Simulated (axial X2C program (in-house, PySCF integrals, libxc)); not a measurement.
Testing model relations on HfH

A bond curve at the LDA level, 2c, was computed with an axial X2C code built on PySCF integrals (basis Hf dyall-cv3z [13s14p9d7f4g], H dyall-v3z [6s2p1d] (cores contracted in-house)) for the state Ω = 3/2 (⟨Sz⟩ = -0.41, ⟨Lz⟩ = 1.91 at LDA). Its fit gives Re = 1.8045 Å, ωe = 1693.2 cm⁻¹, ωexe = 24.9 cm⁻¹ and αe = 1.204e-01 cm⁻¹; the masses are 179.9465 and 1.0078 u. Two-component means X2C with spin–orbit coupling and atomic mean-field Coulomb and Gaunt terms.

Q: Find the reduced mass, Be and the force constant.

A: From the LDA values: μ = 1.0022 u. Be = 16.8576/(μ Re²) = 5.166 cm⁻¹. k = 5.8918×10⁻⁷ μ ωe² = 1.69 mdyn/Å.

Q: Where do the fundamental and the first overtone lie?

A: ν(1←0) = ωe − 2ωexe = 1643.4 cm⁻¹; ν(2←0) = 2ωe − 6ωexe = 3237.0 cm⁻¹.

Q: A Morse curve ties αe to the other constants (Pekeris). How well does that hold?

A: αe(Morse) = 6Be²/ωe × (√(ωexe/Be) − 1) = 1.130e-01 cm⁻¹; the LDA curve gives 1.204e-01 cm⁻¹, a ratio of 0.94.

Q: The dipole moment p changes by 1.66 D/Å at Re. What harmonic infrared intensity follows?

A: I = 42.256 × (dp/dR)²/μ = 120 km/mol.

Q: Scale the constants to the deuteride (D 2.0141 u) within the Born–Oppenheimer picture.

A: ρ = √(μH/μD) = 0.7093; ωe = 1201.0, ωexe = 12.5, Be = 2.599 cm⁻¹; the zero-point energy falls by 243 cm⁻¹.

The state is a single determinant with fixed occupations, the lowest that a limited PBE0 search found. Density functionals use the spin component along the axis (collinear). PBE0 can misorder states that lie within some tenths of an eV, so this need not be the ground state of the molecule. The nearest other 2c determinant of the search, Ω = 1/2, lies 0.21 eV up at the distance of the search. Without a current term, density functionals place determinants with orbital angular momentum somewhat too high.
